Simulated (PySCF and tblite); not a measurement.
Results of a calculation; reference values are marked as such.
C9H6OS2, numbered as in [CH:1]#[C:2][c:3]1[cH:4][c:5]2[s:6][cH:7][c:8]([O:9][CH3:10])[c:11]2[s:12]1.

The ensemble was built from 60 distance-geometry starts (ETKDG and KDG, MMFF94s, GFN2-xTB) and rests on GFN2-xTB geometries. Weights use B3LYP-D3(BJ)/def2-SVP (IEF-PCM, tetrahydrofuran) energies plus GFN2-xTB zero-point and thermal terms (modes under about 100 cm⁻¹ blended into free rotors). Symmetry numbers and mirror images are counted. Conformers within 2.5 kcal/mol (GFN2-xTB free energy) were kept, 2 at most. Programs: PySCF with density fitting and tblite.

Torsions listed: C7–C8–O9–C10.

| conformer | shape | symmetry | dipole D |
| --- | --- | --- | --- |
| 1 | 0° | Cs | 2.51 |
| 2 | 180° | Cs | 1.06 |

Q: Which of these conformers is the most populated at 298.15 K, and with what share?

A: Conformer 1, about 99 %.

Q: Give the DFT energies and free energies relative to the lowest, and all weights.

A: 
```tsv
conformer	shape	E(DFT) kcal/mol	G(298.15 K) kcal/mol	weight %
1	0°	0.00	0.00	98.7
2	180°	2.73	2.58	1.3
```

Q: How does its share change from 250 K to 350 K?

A: From 99 % to 98 %; the mixing entropy goes from 0.07 to 0.23 cal/(mol K).
